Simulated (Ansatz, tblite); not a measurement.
Cost and result up the ladder for Si21SbH28, a doped nanocrystal cut from the lattice of silicon (Sb on an inner site) (50 atoms). Total charge 0; doublet. Geometry: PBE-D4/def2-SVP.

Cartesian coordinates in Å:
```
Si -1.8797 -3.5775 -1.3966
Si 1.3055 -4.3309 3.0419
Si -4.4385 -0.7208 -1.6614
Si -1.3269 -0.7485 -3.9418
Si 0.9706 -0.8893 -0.8596
Si 1.4401 1.8694 -3.4488
Si -1.6463 1.8936 -1.1661
Si 3.7120 1.7430 -0.3624
Si -2.1394 -0.8706 1.4430
Si 0.0893 -0.9787 4.6057
Si 0.6221 1.7436 1.9100
Si 3.2800 -1.0375 2.2176
Si 1.1030 4.5415 -0.7056
Si -2.9397 -2.0777 -2.8638
Sb -0.4233 -2.5902 0.5223
Si 1.9349 -2.1990 3.7765
Si -3.2366 0.5418 -0.0832
Si -0.1530 0.5246 -2.3543
Si 2.1336 0.3831 0.7325
Si 2.6174 3.1723 -1.8807
Si -0.4709 3.1900 0.4084
Si -0.9660 0.4125 3.0254
H -2.9145 -4.4404 -0.7159
H -0.9623 -4.4901 -2.1736
H 1.8558 -4.7676 1.7083
H -0.1619 -4.6598 3.1494
H -5.4574 -1.5882 -0.9633
H -5.1681 0.1985 -2.6102
H -0.3583 -1.6261 -4.6964
H -1.9974 0.1750 -4.9295
H 1.9737 -1.7148 -1.6339
H 2.3957 0.9843 -4.2113
H 0.7330 2.7625 -4.4399
H -2.3442 2.8014 -2.1538
H 4.6992 0.8687 -1.0967
H 4.4691 2.5554 0.6600
H -3.1725 -1.7034 2.1685
H -0.9157 -1.9574 5.1671
H 0.5700 -0.1113 5.7450
H 1.4003 2.5568 2.9200
H 4.0736 -2.0404 1.4129
H 4.2648 -0.1915 2.9909
H 0.3956 5.4647 -1.6677
H 1.8529 5.3867 0.2950
H -3.7055 -2.8860 -3.8891
H 2.8325 -2.4032 4.9789
H -4.1814 1.4234 0.7044
H 3.6299 4.0404 -2.5935
H -1.4545 4.0483 1.1714
H -1.9407 1.3190 3.7444
```

Ansatz on 2 threads of AMD EPYC 7R13 on a shared host and a share (18 GiB) of an NVIDIA H100 80GB HBM3; xTB runs through tblite on one thread. Times are rough, summed over both states, and most runs start from the orbitals of an earlier one. PBE0-D4/def2-SVP serves as the yardstick here, not as an exact answer. The other state is a singlet.

In the def2 sets Sb takes a core potential; there is no spin–orbit coupling. The xTB rows come from tblite. Single mean-field runs in def2-SVP are fitted with def2-universal-jkfit.

Raw xTB energies of ions are shifted by several eV, and xTB has no spin-polarisation term.

```json
{"level": "LDA (SPW92)/def2-SVP (with forces)", "functions": "544", "vertical IE (eV)": "6.26", "difference from PBE0-D4/def2-SVP (eV)": "-0.35"}
{"level": "PBE0-D4/def2-SVP", "functions": "544", "vertical IE (eV)": "6.61", "difference from PBE0-D4/def2-SVP (eV)": "0.00"}
{"level": "GFN2-xTB", "functions": "226", "vertical IE (eV)": "9.24", "difference from PBE0-D4/def2-SVP (eV)": "2.62"}
{"level": "GFN1-xTB", "functions": "254", "vertical IE (eV)": "11.08", "difference from PBE0-D4/def2-SVP (eV)": "4.47"}
{"level": "PBE-D4/def2-SVP (with forces)", "functions": "544", "vertical IE (eV)": "6.35", "difference from PBE0-D4/def2-SVP (eV)": "-0.26"}
```

Question: Estimate how long each takes.

Answer: GFN1-xTB 0.95 s; GFN2-xTB 1.4 s; PBE0-D4/def2-SVP 8.9 s; LDA (SPW92)/def2-SVP (with forces) 10 s; PBE-D4/def2-SVP (with forces) 10 s. On shared hardware such times vary by a factor of up to 3.
